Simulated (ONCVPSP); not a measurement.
**What one change does to a pseudopotential (scandium (Sc), ONCV)**

```
Element                 : scandium
Generator               : ONCVPSP 4.0.1
Type                    : optimised norm-conserving Vanderbilt (ONCV)
Functional              : PBE
Relativity              : scalar-relativistic
Frozen core             : [Ne]
Valence charge          : 11
Reference configuration : 3s2 3p6 3d1 4s1.5 (charge +0.5)
Partial waves           : 3s+4s: rc 1.45 bohr, ncon 4, nbas 7, qcut 6.5 1/bohr, 3 projectors, debl 1.4 Ha; 3p: rc 1.65 bohr, ncon 4, nbas 7, qcut 10.6 1/bohr, 2 projectors, debl 3.9 Ha; 3d: rc 1.70 bohr, ncon 3, nbas 8, qcut 7.6 1/bohr, 3 projectors, debl 2.6 Ha
Local potential         : polynomial inside 1.20 bohr (lpopt 4, dvloc0 -1 Ha)
Core correction         : Teter function, fcfact 2.25, rcfact 1.25
```

All-electron outer shells of the reference configuration (PBE, scalar-relativistic, ld1.x):

```csv
shell,level (eV),outermost node (bohr),outermost maximum (bohr)
2p,-391.57,–,0.23
3s,-58.35,0.42,0.92
3p,-36.94,0.39,0.97
4s,-6.87,1.32,3.02
3d,-6.44,–,1.10
```

Change: functional Wu-Cohen.

Cutoffs: the cutoffs (Ha) at which the residual kinetic energy of the hardest occupied pseudo-wave falls to 1 and 0.1 mHa per electron; they do not see the model core or the augmentation charge, which bear on the density cutoff. Errors are all-electron minus pseudo energies relative to the spin-unpolarised reference configuration.

How do hardness, ghosts and transferability respond?

The potential gets neither clearly harder nor softer (24 Ha and 48 Ha → 24 Ha and 48 Ha); the errors of the 4 common tests hardly move; neither file shows a bound ghost.

| quantity | base | changed |
| --- | --- | --- |
| cutoff, loose | 24 Ha | 24 Ha |
| cutoff, tight | 48 Ha | 48 Ha |
| loose cutoff by channel | s 19 Ha, p 17 Ha, d 24 Ha | s 19 Ha, p 17 Ha, d 24 Ha |
| bound ghosts | none | none |
| GHOST(+) flags under 300 eV | none | none |
| error for 3s2 3p6 3d1 4s2, meV [ΔE -2.75 → -2.76 eV] | +0.2 | +0.2 |
| error for 3s2 3p6 3d1 4s1, meV [ΔE 4.14 eV] | -0.2 | -0.2 |
| error for 3s2 3p6 3d1 4s0, meV [ΔE 16.91 → 16.73 eV] | -1.5 | -1.3 |
| error for 3s2 3p6 3d1 4s0 4p2, meV [ΔE 2.92 eV] | +0.2 | +0.3 |
| s: phases at 1.47 bohr within 0.05 rad from the reference energy up to (Ha; the scan ends near 5) | to the end of the scan | to the end of the scan |
| p: phases at 1.68 bohr within 0.05 rad from the reference energy up to (Ha; the scan ends near 5) | to the end of the scan | to the end of the scan |
| d: phases at 1.73 bohr within 0.05 rad from the reference energy up to (Ha; the scan ends near 5) | to the end of the scan | to the end of the scan |
| rms error of d²Exc/dni dnj with the model core, mHa | 0.75 | 0.96 |
